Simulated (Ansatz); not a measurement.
Geometry optimisation, Ansatz 0.2.0, DFT PBE-D3(BJ), scalar-relativistic, plane waves, PAW.

Input:

```yaml
crystal:
  lattice:
    - [0.0, 5.43, 5.43]
    - [5.43, 0.0, 5.43]
    - [5.43, 5.43, 0.0]
  atoms:
    - { symbol: Si, position: [0.0, 0.0, 0.0] }
    - { symbol: Si, position: [0.125, 0.125, 0.125] }
    - { symbol: Si, position: [0.0, 0.0, 0.5] }
    - { symbol: Si, position: [0.125, 0.125, 0.625] }
    - { symbol: Si, position: [0.0, 0.5, 0.0] }
    - { symbol: Si, position: [0.125, 0.625, 0.125] }
    - { symbol: Si, position: [0.0, 0.5, 0.5] }
    - { symbol: Si, position: [0.125, 0.625, 0.625] }
    - { symbol: Si, position: [0.5, 0.0, 0.0] }
    - { symbol: Si, position: [0.625, 0.125, 0.125] }
    - { symbol: Si, position: [0.5, 0.0, 0.5] }
    - { symbol: Si, position: [0.625, 0.125, 0.625] }
    - { symbol: Si, position: [0.5, 0.5, 0.0] }
    - { symbol: Si, position: [0.625, 0.625, 0.125] }
    - { symbol: Si, position: [0.5, 0.5, 0.5] }
    - { symbol: Si, position: [0.625, 0.625, 0.625] }
    - { symbol: B, position: [0.37892071, 0.87358121, 0.37478288], spin: 1.0 }
magnetization:
  spin_polarized: true
basis:
  ecutwfc: 420.0
kpoints:
  mp_grid: { grid: [2, 2, 2] }
hamiltonian:
  xc: pbe
  dispersion: d3bj
  pseudopotentials: { kind: paw, azcp: { folder: soft_1 } }
scf:
  occupations: { method: gaussian, width: 0.02 }
  lower_state_search: "off"
relax:
  f_tol: 0.03
  max_steps: 60
  adjacent_minimum: "off"
output:
  write_density: true
  write_potential: true
  elf: true
  volumetric_format: npy
```

Command:

```bash
$ ansatz run input.yaml --threads 2 --pin off --max-ram 5120MiB --backend cpu --events-out ev --progress --plain --runs-dir out
```

Question: Where does it end, and by what steps?

Answer: The run converged. The force dipped under the threshold on the way, but the program's further checks kept it going. Limits of this set-up: a small cell, in which the defect meets its images. After 5 steps the energy has fallen by 0.084 eV; Si3 moved furthest, 0.06 Å.

```tsv
step	energy less start (eV)	largest force component (eV/Å)	accepted
0	0.0000	0.375	yes
1	-0.0698	0.145	yes
2	-0.0836	0.025	yes
3	-0.0836	0.025	yes
4	-0.0823	0.036	no
5	-0.0836	0.025	yes
```

```xyz
17
Lattice="0.0000 5.4300 5.4300 5.4300 0.0000 5.4300 5.4300 5.4300 0.0000" Properties=species:S:1:pos:R:3
Si 0.004 -0.004 0.003
Si 1.357 1.331 1.358
Si 2.681 2.749 0.034
Si 4.099 4.073 1.358
Si 2.711 -0.005 2.711
Si 4.074 1.355 4.071
Si 5.433 2.717 2.711
Si 6.787 4.072 4.046
Si 0.030 2.745 2.684
Si 1.359 4.072 4.099
Si 2.687 5.401 2.686
Si 4.070 6.793 4.076
Si 2.714 2.716 5.431
Si 4.046 4.071 6.786
Si 5.459 5.400 5.459
Si 6.788 6.814 6.787
B 6.779 4.091 6.800
```

Run time: 44 s on 2 threads of Arm Neoverse V2, on a shared host, peak memory 0.69 GiB.
